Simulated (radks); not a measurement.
Valence configurations of Re2+ (all share [Xe]). Method: Dirac Kohn-Sham, PBE, spin-unpolarised, spherical densities, point nucleus; open shells are shared between the two j in proportion to 2j + 1; computed with a radial shooting solver on a logarithmic mesh with Libxc functionals. Order these by energy: 4f13 5d6; 4f11.5 5d5.5 6s2; 4f13.5 5d5 6s0.5; 4f13.5 5d5.5; 4f11.5 5d5 6s0.5 6p2; 4f12 5d5 6s2; 4f14 5d5; 4f14 5d3 6p2; 4f12.5 5d5.5 6s1; 4f14 5d4.5 6p0.5.

Answer. From the lowest, in eV above it: 4f14 5d5 0.000; 4f14 5d4.5 6p0.5 4.191; 4f14 5d3 6p2 19.565; 4f13.5 5d5.5 19.697; 4f13.5 5d5 6s0.5 20.758; 4f13 5d6 41.487; 4f12.5 5d5.5 6s1 68.929; 4f12 5d5 6s2 100.93; 4f11.5 5d5.5 6s2 130.55; 4f11.5 5d5 6s0.5 6p2 150.44. NIST lists [Xe] 4f14 5d5 as the ground configuration; this level of theory agrees among the configurations tried. The energies are those of spherical spin-averaged densities, not of single terms.
